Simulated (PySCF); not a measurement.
C₂H₈BN. Atoms are numbered in the order given.

```xyz
12

B     -0.5805    -0.0897     0.8440
H     -1.5400    -0.3854     1.5246
C      0.6945     0.6167     1.4642
H      1.6062     0.0101     1.3146
H      0.5931     0.7970     2.5447
H      0.8915     1.5921     0.9834
N     -0.6778    -0.4133    -0.5132
C      0.2935    -0.1889    -1.5650
H     -1.5276    -0.8656    -0.8347
H     -0.1092     0.4562    -2.3664
H      0.6197    -1.1349    -2.0331
H      1.1848     0.3051    -1.1559
```
Charge 0, spin multiplicity 1.

Coordinates come from a B3LYP-D3(BJ)/def2-SVP optimisation. The geometry has at least one imaginary mode, so it is a saddle point at that level. This is a generated structure with no PubChem entry under its InChIKey; it may be hypothetical. One conformer was computed; it need not be the lowest.

Method: TDA-PBE0/def2-SVPD (PySCF 2.14.0).

Vertical excitations. 

| state | energy (eV) | λ (nm) | f | main pairs |
|---|---|---|---|---|
| S1 | 6.82 | 182 | 0.001 | HOMO→LUMO 96 % |
| S2 | 7.36 | 168 | 0.001 | HOMO−1→LUMO+1 99 % |
| S3 | 7.63 | 163 | 0.326 | HOMO→LUMO+1 88 % |
| S4 | 7.67 | 162 | 0.019 | HOMO→LUMO+2 95 % |
| S5 | 7.99 | 155 | 0.002 | HOMO−1→LUMO 92 % |
| S6 | 8.11 | 153 | 0.015 | HOMO→LUMO+3 98 % |
| S7 | 8.64 | 144 | 0.061 | HOMO−1→LUMO+2 96 % |
| S8 | 8.78 | 141 | 0.003 | HOMO−2→LUMO+1 91 % |
| S9 | 8.99 | 138 | 0.000 | HOMO→LUMO+4 83 % |
| S10 | 9.03 | 137 | 0.013 | HOMO→LUMO+5 78 % |
| T1 | 5.65 | 219 | 0 | HOMO→LUMO+1 96 % |
| T2 | 6.63 | 187 | 0 | HOMO→LUMO 61 %, HOMO−1→LUMO+1 33 % |
| T3 | 6.66 | 186 | 0 | HOMO−1→LUMO+1 65 %, HOMO→LUMO 31 % |
| T4 | 7.48 | 166 | 0 | HOMO→LUMO+2 89 % |
Triplets are in the Tamm–Dancoff approximation.
